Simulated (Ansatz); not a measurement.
The cluster Ge₂S₄⁻, relaxed as a doublet with UKS PBE-D4/def2-SVPD in Ansatz, starting from the GFN2-xTB geometry. Force threshold 0.02 eV/Å.

The relaxation made no stability test and no search for a lower SCF solution. Another isomer (doublet) lies 0.14 eV lower at PBE0-D4/def2-TZVPD; other spin states weren't run for this one.

Start:

```xyz
6

Ge    0.3533   -0.9326   -1.2580
Ge    0.1582   -0.1207    1.5904
S     2.0325   -0.3489    0.2374
S    -0.8306    1.8532    0.4698
S    -1.0174   -1.7525    0.4266
S    -0.6960    1.3014   -1.4661
```

| step | energy (eV) | largest force component (eV/Å) | SCF passes |
| --- | --- | --- | --- |
| 1 | -156322.3497 | 1.201 | 51 |
| 2 | -156322.4163 | 0.436 | 36 |
| 3 | -156322.4232 | 0.408 | 28 |
| 4 | -156322.4469 | 0.066 | 25 |
| 5 (rejected) | -156322.4468 | 0.050 | 27 |
| 6 | -156322.4478 | 0.006 | 25 |

Force components are those of the run's own axes.

End:

```xyz
6

Ge    0.329   -0.882   -1.258
Ge    0.136   -0.081    1.563
S     2.036   -0.381    0.247
S    -0.823    1.851    0.520
S    -0.993   -1.782    0.437
S    -0.684    1.275   -1.510
```

By distances, no bond broke or formed. The bond that changes most is S4–S6, from 2.02 to 2.12 Å (atoms count from 1).

No frequencies were taken in this run, so the end may be a saddle point.

Hardware: 4 threads of Arm Neoverse V2 on a shared host. Wall time 27 s.
